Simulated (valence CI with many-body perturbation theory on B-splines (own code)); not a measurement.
# E1 line list for Ar¹¹⁺

Level of theory: relativistic CI+MBPT: five valence electrons over a frozen Dirac-Fock core [He], radial functions for each j: 9 s, 9 p, 8 d, 6 f, 3 g, 1 h, with the one-electron correlation potential Σ1 (screened to all orders), the two-electron term Σ2, the three-electron term Σ3, Breit, model QED; selected single and double excitations, second order for the rest, scaled by the run's own slope (own B-spline code, finite nucleus).

No measured levels were compared; by estimate levels of excited configurations hold to 0.05 to 0.15 % of their energy, terms of the ground configuration to about 0.5 %. Among the levels kept, up to 2400 cm⁻¹ of a level comes from second order outside the variational space, and about a tenth of that is noise between levels of different J, which matters for small intervals.

Lines 101 to 150 of 267 in falling wavelength, among levels below 29.879 Ry, chosen from the strongest by gf and those to the six lowest levels. Wavelengths and rates use the calculated energies, so an error of 400 cm⁻¹ moves a line at 285.0 Å by 0.11 % and its rate by three times that or more. Electric multipoles are in the length gauge, E1 and E2 with the static RPA response of the core. Weak lines are less certain than strong ones. Lines between different terms over intervals too small for the method are left out, as are lines whose strength nearly cancels.

Letters in brackets count levels of one name in rising energy.

| λ vac (Å) | Upper | Lower | A (s⁻¹) | log gf | Branch % |
| --- | --- | --- | --- | --- | --- |
| 285.0 | 2s 2p4 4P_5/2 | 2s2 2p3 2D°_3/2 | 6.67e+06 | -3.31 | 0.1 |
| 247.1 | 2p5 2P°_3/2 | 2s 2p4 2P_1/2 | 1.84e+09 | -1.17 | 4.1 |
| 237.6 | 2p5 2P°_3/2 | 2s 2p4 2P_3/2 | 1.47e+10 | -0.30 | 33.1 |
| 235.7 | 2p5 2P°_1/2 | 2s 2p4 2P_1/2 | 1.36e+10 | -0.64 | 29.7 |
| 227.1 | 2p5 2P°_1/2 | 2s 2p4 2P_3/2 | 8.21e+09 | -0.90 | 17.9 |
| 224.2 | 2s 2p4 4P_5/2 | 2s2 2p3 4S°_3/2 | 6.20e+09 | -0.55 | 99.6 |
| 221.6 | 2p5 2P°_3/2 | 2s 2p4 2S_1/2 | 2.61e+09 | -1.11 | 5.9 |
| 218.2 | 2s 2p4 4P_3/2 | 2s2 2p3 4S°_3/2 | 6.77e+09 | -0.71 | 99.8 |
| 217.5 | 2s 2p4 2D_3/2 | 2s2 2p3 2P°_3/2 | 8.63e+06 | -3.61 | 0.0 |
| 217.2 | 2s 2p4 2D_5/2 | 2s2 2p3 2P°_3/2 | 2.73e+09 | -0.94 | 16.4 |
| 215.4 | 2s 2p4 4P_1/2 | 2s2 2p3 4S°_3/2 | 7.09e+09 | -1.01 | 99.9 |
| 215.2 | 2s 2p4 2D_3/2 | 2s2 2p3 2P°_1/2 | 1.72e+09 | -1.32 | 9.7 |
| 193.8 | 2s 2p4 2D_3/2 | 2s2 2p3 2D°_5/2 | 8.29e+08 | -1.73 | 4.7 |
| 193.6 | 2s 2p4 2D_5/2 | 2s2 2p3 2D°_5/2 | 1.38e+10 | -0.33 | 82.3 |
| 192.6 | 2s 2p4 2D_3/2 | 2s2 2p3 2D°_3/2 | 1.51e+10 | -0.47 | 85.5 |
| 192.4 | 2s 2p4 2D_5/2 | 2s2 2p3 2D°_3/2 | 2.32e+08 | -2.11 | 1.4 |
| 181.1 | 2p5 2P°_3/2 | 2s 2p4 2D_5/2 | 2.14e+10 | -0.38 | 48.1 |
| 180.9 | 2p5 2P°_3/2 | 2s 2p4 2D_3/2 | 3.69e+09 | -1.14 | 8.3 |
| 178.1 | 2s 2p4 2S_1/2 | 2s2 2p3 2P°_3/2 | 1.11e+10 | -0.98 | 33.2 |
| 176.5 | 2s 2p4 2S_1/2 | 2s2 2p3 2P°_1/2 | 1.46e+10 | -0.86 | 43.8 |
| 174.7 | 2p5 2P°_1/2 | 2s 2p4 2D_3/2 | 2.39e+10 | -0.66 | 52.1 |
| 168.9 | 2s 2p4 2P_3/2 | 2s2 2p3 2P°_3/2 | 8.19e+09 | -0.85 | 12.3 |
| 167.5 | 2s 2p4 2P_3/2 | 2s2 2p3 2P°_1/2 | 2.96e+09 | -1.30 | 4.4 |
| 164.5 | 2s 2p4 2P_1/2 | 2s2 2p3 2P°_3/2 | 2.50e+10 | -0.69 | 38.3 |
| 163.1 | 2s 2p4 2P_1/2 | 2s2 2p3 2P°_1/2 | 5.41e+09 | -1.36 | 8.3 |
| 161.1 | 2s 2p4 2S_1/2 | 2s2 2p3 2D°_3/2 | 7.64e+09 | -1.23 | 22.9 |
| 154.3 | 2s 2p4 2P_3/2 | 2s2 2p3 2D°_5/2 | 4.70e+10 | -0.17 | 70.3 |
| 153.5 | 2s 2p4 2P_3/2 | 2s2 2p3 2D°_3/2 | 8.53e+09 | -0.92 | 12.8 |
| 149.8 | 2s 2p4 2P_1/2 | 2s2 2p3 2D°_3/2 | 3.48e+10 | -0.63 | 53.3 |
| 139.7 | 2s 2p4 2S_1/2 | 2s2 2p3 4S°_3/2 | 5.97e+07 | -3.46 | 0.2 |
| 138.7 | 2p5 2P°_3/2 | 2s 2p4 4P_5/2 | 1.50e+08 | -2.76 | 0.3 |
| 134.0 | 2s 2p4 2P_3/2 | 2s2 2p3 4S°_3/2 | 1.76e+08 | -2.72 | 0.3 |
| 131.1 | 2s 2p4 2P_1/2 | 2s2 2p3 4S°_3/2 | 4.04e+07 | -3.68 | 0.1 |
| 39.24 | 2s2 2p2 3p 4D°_3/2 | 2s 2p4 4P_5/2 | 5.03e+08 | -3.33 | 18.7 |
| 39.01 | 2s2 2p2 3p 4P°_3/2 | 2s 2p4 4P_5/2 | 1.09e+10 | -2.00 | 77.0 |
| 38.97 | 2s2 2p2 3p 4D°_7/2 | 2s 2p4 4P_5/2 | 5.78e+08 | -2.98 | 32.0 |
| 38.92 | 2s2 2p2 3p 4P°_5/2 | 2s 2p4 4P_5/2 | 7.88e+09 | -1.97 | 67.8 |
| 38.80 | 2s2 2p2 3p 2D°_3/2 [a] | 2s 2p4 4P_5/2 | 1.28e+09 | -2.94 | 36.9 |
| 38.60 | 2s2 2p2 3p 4S°_3/2 | 2s 2p4 4P_5/2 | 3.69e+10 | -1.48 | 42.8 |
| 38.58 | 2s2 2p2 3p 2D°_5/2 [a] | 2s 2p4 4P_5/2 | 1.58e+09 | -2.68 | 37.2 |
| 37.78 | 2s 2p3 3s 6S°_5/2 | 2s 2p4 4P_5/2 | 3.54e+08 | -3.34 | 75.2 |
| 37.15 | 2s2 2p2 3p 2P°_3/2 [b] | 2s 2p4 4P_5/2 | 2.01e+09 | -2.78 | 5.9 |
| 36.95 | 2s 2p3 3s 4S°_3/2 | 2s 2p4 4P_3/2 | 1.40e+11 | -0.94 | 31.8 |
| 36.90 | 2s2 2p2 3s 4P_1/2 | 2s2 2p3 2P°_3/2 | 9.06e+08 | -3.43 | 0.4 |
| 36.83 | 2s2 2p2 3s 4P_1/2 | 2s2 2p3 2P°_1/2 | 5.76e+08 | -3.63 | 0.3 |
| 36.78 | 2s 2p3 3s 4S°_3/2 | 2s 2p4 4P_5/2 | 2.29e+11 | -0.73 | 51.9 |
| 36.78 | 2s2 2p2 3s 4P_3/2 | 2s2 2p3 2P°_3/2 | 1.27e+09 | -2.99 | 0.6 |
| 36.72 | 2s2 2p2 3s 4P_3/2 | 2s2 2p3 2P°_1/2 | 2.60e+08 | -3.68 | 0.1 |
| 36.62 | 2s2 2p2 3p 2P°_3/2 [c] | 2s 2p4 4P_5/2 | 1.89e+09 | -2.82 | 10.9 |
| 36.47 | 2s2 2p2 3s 2P_1/2 | 2s2 2p3 2P°_3/2 | 2.61e+10 | -1.98 | 4.2 |
